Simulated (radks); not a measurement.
Task: Spherical quantum dot in the effective-mass picture: electrons in a hard-walled sphere of radius 3.67, with a point charge +1 (a donor) at the centre, all in effective atomic units (hartree* = m*/eps^2 hartree, bohr* = eps/m* bohr), one dielectric constant everywhere. Calculated with a radial shooting solver with Libxc functionals: non-relativistic Kohn-Sham, r2SCAN, spin-polarised, spherical densities, generalised Kohn-Sham scheme. Levels are named by radial order and angular momentum (1s, 1p, 1d, 2s, ...), and open shells are averaged over m. At N = 28 the configuration is 1s2 1p6 1d10 2s(up 1, down 0) 1f(up 7, down 2). Does electron 29 go into 1g up or 1f down or 2s down?

Result: Into 1f down. The total energies of the other choices lie higher by 0.137 hartree* (2s down), 0.500 hartree* (1g up).
